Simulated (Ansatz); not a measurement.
InCl2Br (InBrCl2). Charge 0, multiplicity 3. Geometry r2SCAN-D4/def2-SVP, that of the neutral singlet; atoms count from 1.

```xyz
4

In   -0.0113   -0.0150    0.0032
Cl    0.8880   -2.0866    0.5681
Cl   -2.3249    0.1867   -0.1579
Br    1.4483    1.9149   -0.4134
```

In the def2 sets In takes a core potential; there is no spin–orbit coupling. At PBE0-D4/def2-TZVP a singlet of charge 0 lies 4.42 eV below the triplet at the same geometry.

**Question.** Estimate the Mulliken populations from the PBE0/def2-TZVP orbitals of Ansatz.

**Answer.** 
```tsv
atom	charge (e)	spin (α − β)
In1	0.59	0.61
Cl2	-0.29	0.32
Cl3	-0.29	0.32
Br4	-0.02	0.74
```
Mulliken values depend strongly on the basis.

**Question.** Where does the spin sit?

**Answer.** Summed by element: In 0.61, Cl 0.64, Br 0.74, of 2 unpaired in all. Largest on single atoms: Br4 0.74, In1 0.61, Cl3 0.32.

**Question.** And the Mayer bond orders between heavy atoms (over 0.3)?

**Answer.** In1–Cl2 0.81 (2.33 Å); In1–Cl3 0.81 (2.33 Å); In1–Br4 0.56 (2.46 Å).
